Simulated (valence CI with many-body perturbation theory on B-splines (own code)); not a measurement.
# Yb29+: what the settings do

Calculated by configuration interaction combined with many-body perturbation theory (CI+MBPT): five valence electrons over a frozen Dirac-Fock core [Kr], a basis of 6 s, 6 p, 5 d, 5 f, 1 g functions for each j, with the one-electron correlation potential Σ1, the two-electron term Σ2, the three-electron term Σ3, Breit, model QED; selected CI, second order for the rest, scaled by the run's own slope (own B-spline code, finite nucleus).

The last digits are not significant, and no measured levels were compared; by estimate large intervals hold to a few tenths of a per cent, small ones and those within an open d or f shell to about a per cent. Only levels of the ground parity were solved; by the run's estimate the other parity begins above the list, which can be wrong where configurations are misplaced.

The reference run has the lowest level (4d3/2^4 4d5/2) J=5/2 and an ionisation energy of 1114.30 eV. Its largest variational space holds 9996 state functions.

Levels are named by their leading jj configuration (3d3/2^4 stands for four electrons in 3d with j = 3/2), which in mixed levels can hold well under half, so a name can repeat and another be missing. Letters in brackets count levels of one name in rising energy.

Changed runs:
A. scale of Σ1 1 → 0
B. three-electron term on → off
C. Breit term on → off
D. Davidson tolerance 2e-05 → 0.03 (bad on purpose)

Excitation energies of the reference run in cm⁻¹, and shifts in cm⁻¹:

```csv
Level,Reference,A,B,C,D
(4d3/2^3 4d5/2^2) J=5/2 [a],70032,-531,-519,+1792,+0.3
(4d3/2^3 4d5/2^2) J=7/2 [a],104166,-549,+640,+2129,-0.1
(4d3/2^3 4d5/2^2) J=3/2 [a],107560,-546,+899,+1749,+0.2
(4d3/2^3 4d5/2^2) J=11/2,111100,-574,+643,+2844,+0.4
(4d3/2^3 4d5/2^2) J=9/2,121081,-593,+862,+2539,+0.4
(4d3/2^3 4d5/2^2) J=5/2 [b],126822,-631,+972,+2343,+0.5
(4d3/2^3 4d5/2^2) J=1/2,132442,-631,+1163,+2117,+1.3
(4d3/2^3 4d5/2^2) J=7/2 [b],142780,-579,+2206,+2229,-0.1
(4d3/2^2 4d5/2^3) J=5/2 [a],174492,-1055,+342,+3617,+0.2
(4d3/2^3 4d5/2^2) J=3/2 [b],177595,-690,+1863,+2292,+0.1
(4d3/2^2 4d5/2^3) J=7/2 [a],192764,-1152,+676,+4239,+0.1
(4d3/2^2 4d5/2^3) J=11/2,197696,-1177,+574,+4856,+0.7
Ionisation energy (eV),1114.30,-2.51,-0.11,+0.27,+5e-05
```
